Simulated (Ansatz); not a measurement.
A nudged elastic band was laid between two geometries of CH4O2Si (8 atoms, charge 0, multiplicity 1).

These are results of RKS PBE/def2-SVP in Ansatz 0.2.0, not measurements.

```
movable images  : 9
climbing image  : yes
spring          : 5.0 eV/Å²
optimiser       : quadratic models (default)
start path      : through a guess of the saddle point
force threshold : 0.05 eV/Å
iteration limit : 60
end points      : relaxed
```

Initial state:

```xyz
8
Properties=species:S:1:pos:R:3
O 1.337 -0.241 1.291
C 1.458 0.314 0.218
O 0.468 0.454 -0.680
Si -1.079 -0.221 -0.236
H 2.405 0.777 -0.158
H -1.922 0.107 -1.427
H -0.967 -1.703 -0.055
H -1.608 0.456 0.991
```

Final state:

```xyz
8
Properties=species:S:1:pos:R:3
O 1.617 -0.788 -0.559
C 1.485 0.260 0.038
O 0.302 0.777 0.412
Si -1.113 -0.153 -0.009
H 2.328 0.927 0.351
H -1.230 -0.279 -1.496
H -1.076 -1.490 0.666
H -2.221 0.688 0.542
```

(1) Which bonds break or form, and what moves?

(2) Give the energies along the band, and the barrier.

(3) What is the geometry of the highest image?

(4) What are the harmonic wavenumbers there?

Answers

(1) No bond is made or broken. The dihedral C2–O3–Si4–H7 goes from -62 to 62°. The two ends are copies of one structure, up to a mirror image or an exchange of like atoms.

(2) The run converged. The highest image is number 5 of 0 to 10, 9.6 kJ/mol above the ends, which have the same energy within 2 meV. A vibrational analysis at the climbing image gives one clearly imaginary mode, 124i cm⁻¹: a first-order saddle point.

```
image  path coordinate (Å)  energy (kJ/mol)  dihedral C2–O3–Si4–H7 (°)
    0                 0.00              0.0                        -62
    1                 0.30              1.3                        -50
    2                 0.60              4.2                        -38
    3                 0.90              7.0                        -26
    4                 1.21              8.9                        -14
    5                 1.51              9.6                         -1
    6                 1.81              9.0                         13
    7                 2.11              7.0                         26
    8                 2.41              4.2                         39
    9                 2.72              1.4                         50
   10                 3.02              0.0                         62
```

(3) 
```xyz
8
Properties=species:S:1:pos:R:3
O 1.759 -0.861 0.638
C 1.547 0.230 0.166
O 0.348 0.706 -0.239
Si -1.158 -0.141 -0.158
H 2.330 1.014 -0.005
H -1.675 -0.195 -1.564
H -0.999 -1.514 0.415
H -2.059 0.703 0.691
```

(4) 124i, 174, 224, 584, 678, 689, 776, 896, 909, 917, 997, 1183, 1347, 1790, 2196, 2206, 2223, 2940 cm⁻¹.

The run took 2.7 min on 1 thread of Arm Neoverse V1 (shared host), peak memory 0.14 GiB.
